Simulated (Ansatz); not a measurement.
Program: Ansatz. Geometries: PBE0-D4/def2-TZVP. ΔE: electronic, gas phase. CBS: MP2 limit from def2 TZ/QZ plus the TZ coupled-cluster correction, frozen cores. This one scheme is used for every species. Functionals use def2-TZVPP. B3LYP here is the variant with VWN-RPA as its local correlation; programs differ in this. One conformer a species, not always the lowest.

Reaction (ligand exchange at a B–C bond): `CB(C)N` + HCl → `CB(N)Cl` + CH₄

**Question.** Is it downhill or uphill in electronic energy at CCSD(T)/CBS, and by how much? (Estimate.)

**Answer.** Computed: Downhill: ΔE = -1.01 eV.

**Question.** What do these levels give: B97M-V, B3LYP, HF/def2-SVP, MP2/def2-TZVPP, SCS-MP2/def2-TZVPP, CCSD/CBS(def2)? (An estimate is asked.)

**Answer.** The calculation gave: B97M-V -1.07, B3LYP -1.04, HF/def2-SVP -1.16, MP2/def2-TZVPP -1.05, SCS-MP2/def2-TZVPP -1.04, CCSD/CBS(def2) -1.00 eV.

Largest T1 diagnostic among the species: 0.010.

At CCSD(T), def2-SVP lies −0.08 eV from the extrapolated value and def2-TZVPP +0.01 eV. Leaving LDA and LC-ωPBE aside and taking each functional with its dispersion term where it has one, the values, not all of them listed here, spread over 0.05 eV, from B97M-V to revPBE-D4. LDA lies +0.04 eV from PBE without D4.
